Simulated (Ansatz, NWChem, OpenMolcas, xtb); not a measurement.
**Ligand exchange: GaH(CH3)Cl + CuNH2 → GaH(CH3)(NH2) + CuCl**

Gas-phase species: GaH(CH3)Cl, singlet; CuNH2 `[NH2][Cu]`, singlet; GaH(CH3)(NH2), singlet; CuCl (cuprous chloride), singlet. The partners trade Cl for NH2: Ga–Cl and Cu–NH2 bonds give way to Ga–NH2 and Cu–Cl.

Shapes, held fixed at every level: PBE0-D4/def2-TZVP. Programs: Ansatz 0.2.0, NWChem 7.3.0, OpenMolcas 26.06, xtb 6.7.1. A level may come from different programs for different species; with the same settings they agree closely. Electronic energies: no zero-point or thermal term.

| level | kind | ΔE (kJ/mol) |
| --- | --- | --- |
| GFN0-xTB | semi-empirical | -9.5 |
| HF/STO-3G | Hartree–Fock | -70.5 |
| HF/3-21G | Hartree–Fock | -64.0 |
| HF/def2-SVP | Hartree–Fock | -115.5 |
| B3LYP/6-31G* (spherical functions) | global hybrid | -2.8 |
| PBE0/def2-SVP | global hybrid | -63.4 |

PBE0/def2-SVP gives ΔE = -63.4 kJ/mol; the levels span -115.5 to -2.8. The median of the levels is -63.7. No measured value is set beside it here. Relativity is left out for Cu, Ga. PBE0/def2-SVP lies outside the range of the other correlated levels here, so it shouldn't be taken on trust. Rows in sets without polarisation functions are far from converged.
